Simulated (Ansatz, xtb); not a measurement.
Diatomic LiO-, multiplicity 3 (lowest of 2S+1 = 1, 3, 5 at CCSD(T)/def2-TZVPP on PBE0 minima; our sources give no spin for the ground state, which may be another).

Seven points along R, fitted to fifth degree in 1/R; most abundant isotopes. In def2 and cc sets the state is the lowest found near the PBE0 minimum, followed along R.

Correlated levels freeze the inner cores; with def2 sets outer-core shells near the valence are correlated too. CBS(a, b) extrapolates the correlation energy as X⁻³ and adds the Hartree–Fock energy of set b.

The values were computed with Ansatz (Gaussian basis) for Hartree–Fock, density functionals and correlated methods; xtb for the GFN methods. Values without a source in brackets are computed. The GFN methods have no spin term and hold the electronic entropy of 300 K.

```csv
level,r_e (Å),ω_e (cm⁻¹),ω_e x_e (cm⁻¹)
GFN1-xTB,1.691,580,21
B97M-V/def2-TZVPP,1.746,702,8.8
PBE0/def2-TZVPP,1.756,692,7.4
BHLYP/def2-TZVPP,1.742,714,8.6
B2PLYP/def2-TZVPP,1.758,692,8.2
CCSD/aug-cc-pVTZ,1.766,688,7.9
CCSD(T)/def2-QZVPP,1.762,[?],7.7
"CCSD(T)/CBS(aug-cc-pVTZ, aug-cc-pVQZ)",[?],[?],8.1
```

Fill in the missing entries.


- CCSD(T)/CBS(aug-cc-pVTZ, aug-cc-pVQZ), r_e (Å): 1.761
- CCSD(T)/CBS(aug-cc-pVTZ, aug-cc-pVQZ), ω_e (cm⁻¹): 691
- CCSD(T)/def2-QZVPP, ω_e (cm⁻¹): 687

Ansatz is a first-principles code.
